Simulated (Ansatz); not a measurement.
Computed with Ansatz on PBE0-D4/def2-TZVP structures; ΔE is electronic, products minus reactants. CCSD(T)/CBS adds triple-zeta CCSD(T) − MP2 to the extrapolated MP2 energy (def2 sets, frozen cores). This one scheme is used for every species. Each species was taken in one conformer, which may not be the lowest.

Reaction (ligand exchange at the Al–Cl bond): `[NH2][Al]([Cl])[Cl]` + H–F → `[NH2][Al]([F])[Cl]` + HCl

`[NH2][Al]([Cl])[Cl]`:

```xyz
6

N     0.405    0.491    0.812
Al   -0.281   -0.341   -0.563
Cl   -1.721    0.598   -1.737
Cl    0.340   -2.272   -1.029
H     0.153    1.423    1.096
H     1.103    0.100    1.422
```

H–F:

Cartesian coordinates in Å:
```
F -0.123 0.156 -0.415
H 0.123 -0.156 0.415
```

`[NH2][Al]([F])[Cl]`:

Cartesian coordinates in Å:
```
N 0.549 0.793 -0.265
Al -0.321 -0.638 0.226
F 0.498 -1.923 0.836
Cl -2.390 -0.752 0.054
H 1.548 0.904 -0.204
H 0.117 1.617 -0.647
```

HCl:

```xyz
2

Cl    0.171    0.339    0.514
H    -0.171   -0.339   -0.514
```

```json
{"species": "`[NH2][Al]([Cl])[Cl]`", "CCSD(T)/CBS(def2) energy (Eh)": "-1217.66844"}
{"species": "H–F", "CCSD(T)/CBS(def2) energy (Eh)": "-100.39570"}
{"species": "`[NH2][Al]([F])[Cl]`", "CCSD(T)/CBS(def2) energy (Eh)": "-857.68991"}
{"species": "HCl", "CCSD(T)/CBS(def2) energy (Eh)": "-460.38127"}
```

Question: Work out ΔE.

Answer: ΔE = (-857.68991) + (-460.38127) − (-1217.66844) − (-100.39570) = -0.00704 Eh = -0.19 eV.

Largest T1 diagnostic among the species: 0.010.

At CCSD(T), def2-SVP lies −0.08 eV from the extrapolated value and def2-TZVPP −0.03 eV. The D4 term adds +0.05 eV with B3LYP and +0.03 eV with PBE0; it sums over pairs of atoms, weighted by their polarisabilities, and B3LYP, whose exchange is more repulsive, gets the larger term.

B3LYP here is the variant with VWN-RPA as its local correlation; programs differ in this.
